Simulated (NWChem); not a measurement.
GaHBrCl; SMILES [Cl][GaH][Br]

```xyz
4

Ga    -0.6403    -0.5417     0.0000
H     -2.1679    -0.7974     0.0000
Cl     0.7637    -2.1555     0.0000
Br     0.2582     1.5495     0.0000
```
Atoms are numbered in this order, from 1.

Results from NWChem. Pople sets run with spherical d functions. All runs use the structure optimised with PBE0/def2-SVP.

For level TPSS/6-311G**:

- dipole (D): 1.65

What are these values for level TPSS/3-21G?

The dipole (D) comes out as 2.00.
